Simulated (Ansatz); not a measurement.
# A rate constant, worked out

An elementary step of BNH₈O₂, singlet (BH₃O ([BH2][OH]) + H₂O + NH₃ → BNH₄ ([BH2][NH2]) + H₂O + H₂O (still joined by a long B–O bond); B–O, H–N, H–O broken or loosened, B–N, O–H, H–O formed or tightened). The start structure is the complex of the reactants, bound by 1.09 eV, and the electronic barrier above it is 0.898 eV by CCSD(T) at an estimated basis limit (MP2 extrapolated from triple and quadruple zeta, plus CCSD(T) − MP2 in triple zeta). Ansatz 0.2.0; basis: def2-TZVPP and def2-QZVPP; cores frozen in the correlated methods. Extrapolation: Hartree–Fock as exp(−7.88 √X), correlation as X^−2.97. Harmonic wavenumbers at PBE0-D4/def2-TZVP (Ansatz 0.2.0), in cm⁻¹:

Start: 111, 202, 235, 247, 287, 340, 389, 483, 648, 687, 797, 872, 947, 1001, 1094, 1148, 1189, 1233, 1365, 1643, 1655, 1689, 2437, 2476, 3280, 3421, 3533, 3604, 3919, 3935.

Saddle: 859i, 94, 380, 404, 438, 503, 583, 689, 716, 748, 782, 868, 913, 935, 1080, 1128, 1194, 1216, 1361, 1547, 1617, 1665, 1802, 1875, 2474, 2527, 3545, 3624, 3895, 3901.

Work out the transition-state-theory rate constant at 300 K from these numbers alone (harmonic vibrations; rotation, path degeneracy and anharmonicity left out), and the Wigner tunnelling factor. Use 1 cm⁻¹ = 1.2398 × 10⁻⁴ eV and k_B = 8.617 × 10⁻⁵ eV/K.

Zero-point energies, half the sums: start 44867/2 cm⁻¹ = 2.7814 eV; saddle, real modes only, 42504/2 cm⁻¹ = 2.6349 eV.
Barrier with zero-point energy: 0.898 + 2.6349 − 2.7814 = 0.7515 eV.
k_BT = 0.02585 eV, so the barrier is 29.07 k_BT.
Vibrational partition functions from the zero-point level, ln q = −Σ ln(1 − exp(−hν/k_BT)): start 3.058, saddle 1.814.
k = (k_BT/h) exp(ln q‡ − ln q) exp(−E0/k_BT), with log₁₀(k_BT/h in s⁻¹) = 12.80: log₁₀ k = 12.80 + (-1.244 − 29.07)/2.3026 = -0.37, so k ≈ 4 × 10^(-1) s⁻¹.
Wigner factor: 1 + (hν‡/k_BT)²/24 = 1 + (4.12)²/24 = 1.71, too large for this simple formula to be trusted. A change of 1 kcal/mol (0.043 eV) in the barrier would change k by a factor of 5.4 at this temperature.

T1 diagnostic: at most 0.011.

Labels in which every atom is bracketed show which atoms are joined, not bond orders.

For scale, one of the runs: CCSD(T)/def2-TZVPP, 236 basis functions (an equivalent command: `ansatz run in.yaml --threads 4`). The run took 93 s on 4 CPU threads (shared host), with 4.7 GiB of host memory at its peak.
